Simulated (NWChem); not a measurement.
Isomers of C₃H₅BO, each optimised at PBE0/def2-SVP with NWChem, gas phase unless a solvent is named. Flexible species stand in one conformer each, which need not be the lowest. 

A: OB(C)C#C
B: COBC#C
C: OB1C=CC1

Task: Rank them by orbital gap (eV), PBE0/def2-SVP, lowest first.

Result: B (6.90), C (7.07), A (7.31)
